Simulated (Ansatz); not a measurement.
A structure relaxed at PBE0-D4/def2-SVP in Ansatz, charge 1, doublet:

```csv
atom,x (Å),y (Å),z (Å)
Ca1,2.2050,-0.3230,1.7645
Ca2,-2.8518,0.3963,-2.2464
Ca3,-1.0135,1.2731,0.9100
Ca4,0.4556,-1.1798,-1.3833
O5,0.5867,0.9037,1.9924
O6,-1.2594,0.1816,-1.0106
O7,1.8774,-1.2519,-0.0266
```

(1) Give its formula and point group.

(2) Summarise the bond lengths by kind (pairs closer than 1.2 times the sum of covalent radii, bridged metal pairs left out).

## Answers

(1) Ca4O3⁺. Point group C2v (tolerance 0.1 Å).

(2) 7 × Ca–O 1.97 to 2.22 Å.

Another isomer (doublet) lies 1.68 eV lower at PBE0-D4/def2-TZVP; other spin states weren't run for this one.
